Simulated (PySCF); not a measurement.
Compound: C₄H₄FN₂O (doublet state).
Z-matrix (Å and degrees, GFN2-xTB geometry), rows numbered from 1:
```
F 
C   1  1.3512
O   2  1.3431  1  117.34
C   3  1.3412  2  123.84  1   -26.25
C   4  1.3864  3  135.80  2     9.32
C   5  1.4003  4  104.00  3   179.32
N   6  1.3179  5  111.81  4    -0.12
N   7  1.3323  6  105.87  5     0.27
H   2  1.0802  1  113.13  3   135.39
H   5  1.0686  4  128.16  3    -0.76
H   6  1.0710  5  127.87  4   179.97
H   8  1.0070  4  127.17  3    -0.06
```

The hyperfine couplings belong to this conformer and change with its torsions.

As a line formula: `[nH]1nccc1O[CH]F` [radical].

Theory: UKS B3LYP, pcH-1 on C F H N O, non-relativistic, mean-field spin-orbit, GIAO in PySCF. The structure is a single GFN2-xTB conformer in the gas phase; no vibrational or solvent corrections. Couplings are sensitive to structure, and on GFN2-xTB geometries they can be far from those on DFT ones. The SCF solution wasn't tested for stability.

Question: Predict the first-order ENDOR lines of N7, N8, F1, H9, H10 and H12 under fast tumbling at B = 1205.6 mT (Q band).

Answer: ν± = |νn ± a/2|, one line for each electron-spin manifold; νn = |g_N| × 7.62259 MHz/T × B.

```json
{"nuclei": "N7", "isotope": "14N", "g_N": "0.4038", "νn (MHz)": "3.71", "a_iso (MHz)": "1.21", "lower line (MHz)": "3.11", "upper line (MHz)": "4.32"}
{"nuclei": "N8", "isotope": "14N", "g_N": "0.4038", "νn (MHz)": "3.71", "a_iso (MHz)": "0.71", "lower line (MHz)": "3.36", "upper line (MHz)": "4.06"}
{"nuclei": "F1", "isotope": "19F", "g_N": "5.2577", "νn (MHz)": "48.32", "a_iso (MHz)": "227.49", "lower line (MHz)": "65.43", "upper line (MHz)": "162.06"}
{"nuclei": "H9", "isotope": "1H", "g_N": "5.5857", "νn (MHz)": "51.33", "a_iso (MHz)": "27.87", "lower line (MHz)": "37.40", "upper line (MHz)": "65.27"}
{"nuclei": "H10", "isotope": "1H", "g_N": "5.5857", "νn (MHz)": "51.33", "a_iso (MHz)": "-2.79", "lower line (MHz)": "49.93", "upper line (MHz)": "52.73"}
{"nuclei": "H12", "isotope": "1H", "g_N": "5.5857", "νn (MHz)": "51.33", "a_iso (MHz)": "-1.77", "lower line (MHz)": "50.45", "upper line (MHz)": "52.21"}
```

Question: Which pairs are centred on the nuclear Larmor frequency, and which on half the coupling?

Answer: Centred on νn, since |a| < 2νn: N7, N8, H9, H10 and H12. Centred on |a|/2 and split by 2νn: F1.

The run took 52 s (with the writing of density and orbital grids) on an Arm Neoverse V2 with one thread, no GPU (shared host), and the process peaked at 0.87 GiB of memory.
